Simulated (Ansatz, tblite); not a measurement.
Forces on Cd13Te12Cl2 at its PBE-D4/def2-SVP geometry. The state is a singlet with charge 0.

In the def2 sets Cd, Te take a core potential; there is no spin–orbit coupling. The xTB rows come from tblite. Single mean-field runs in def2-TZVP are fitted with def2-universal-jkfit.

GFN2-xTB (tblite), largest force 0.66 eV/Å:

```xyz
27
positions Å, forces eV/Å
Te   -3.261   -3.489    3.957    0.075   -0.173    0.105
Te    1.748   -2.610    4.530    0.154    0.221    0.186
Te   -5.904    0.552    1.791   -0.137    0.155   -0.066
Te   -2.945    4.601    0.735    0.169    0.198    0.200
Te   -0.873    0.781    2.562   -0.281   -0.127    0.105
Te   -0.038   -3.052    0.237   -0.137    0.137   -0.108
Te   -2.442    0.659   -1.720    0.073   -0.196    0.071
Te    2.109    0.412   -1.823   -0.015   -0.162   -0.282
Te    4.632   -2.973    0.276    0.249    0.208    0.050
Te    2.151   -4.174   -4.041    0.113   -0.177    0.053
Te   -0.051    4.248   -3.513    0.264    0.182    0.064
Te   -0.455   -0.097   -6.184   -0.101    0.149   -0.119
Cd   -4.292   -1.373    2.698    0.211    0.082   -0.106
Cd    1.603   -0.092    3.398    0.256   -0.512    0.336
Cd   -0.772   -2.869    3.159   -0.548    0.005    0.177
Cd    2.345   -3.103    1.857    0.238    0.196    0.145
Cd   -0.634    3.348    1.592   -0.396    0.492   -0.194
Cd   -3.856    1.870    0.658   -0.341   -0.317    0.336
Cd   -1.940    3.495   -1.613    0.211    0.237    0.125
Cd    3.733   -0.359    0.265    0.364   -0.524    0.173
Cd    1.499    3.084   -1.542   -0.289    0.482   -0.353
Cd   -0.223   -0.218   -0.134   -0.220   -0.212   -0.130
Cd    0.799   -1.997   -4.790   -0.014    0.108    0.222
Cd    2.404   -3.265   -1.526   -0.046   -0.060   -0.570
Cd   -0.667    1.479   -4.018    0.166   -0.371   -0.408
Cl    3.660    1.037    2.399   -0.077    0.094   -0.062
Cl    1.668    4.103    0.791    0.056   -0.115    0.048
```

PBE-D4/def2-TZVP (Ansatz), largest force 0.07 eV/Å:

```
Te 0.015 0.051 -0.036
Te -0.005 0.020 -0.051
Te 0.060 -0.018 0.001
Te 0.031 -0.038 -0.020
Te 0.049 0.023 -0.011
Te 0.013 0.014 0.009
Te 0.012 0.013 0.005
Te 0.010 0.028 0.046
Te -0.048 0.026 0.011
Te -0.024 0.056 0.023
Te -0.009 -0.033 0.042
Te 0.022 -0.014 0.059
Cd -0.014 -0.004 0.009
Cd -0.011 -0.007 -0.048
Cd 0.003 0.005 -0.017
Cd 0.004 0.027 0.000
Cd 0.013 -0.037 -0.035
Cd 0.014 -0.009 -0.008
Cd 0.025 -0.003 0.017
Cd -0.049 -0.001 0.011
Cd -0.032 -0.030 0.027
Cd 0.002 0.005 0.002
Cd 0.003 -0.008 -0.018
Cd -0.012 0.005 0.008
Cd -0.006 -0.008 0.015
Cl -0.023 -0.043 -0.014
Cl -0.042 -0.020 -0.026
```

BHLYP-D4/def2-TZVP (Ansatz), largest force 0.41 eV/Å:

```
Te 0.133 0.205 -0.153
Te -0.079 0.171 -0.369
Te 0.285 -0.027 -0.026
Te 0.238 -0.317 -0.111
Te 0.249 0.081 -0.146
Te 0.185 0.171 0.113
Te 0.176 0.181 0.101
Te -0.036 0.116 0.273
Te -0.357 0.207 0.041
Te -0.073 0.234 0.155
Te -0.039 -0.283 0.298
Te 0.076 -0.004 0.280
Cd -0.084 -0.029 0.048
Cd -0.005 0.024 0.073
Cd -0.122 -0.123 0.068
Cd 0.064 -0.087 0.051
Cd -0.010 0.036 0.062
Cd -0.181 -0.030 0.021
Cd -0.052 0.095 -0.044
Cd 0.067 0.016 -0.031
Cd 0.056 0.029 -0.038
Cd -0.119 -0.111 -0.070
Cd 0.011 -0.042 -0.095
Cd 0.010 -0.141 -0.124
Cd -0.053 -0.045 -0.173
Cl -0.159 -0.174 -0.095
Cl -0.178 -0.151 -0.107
```
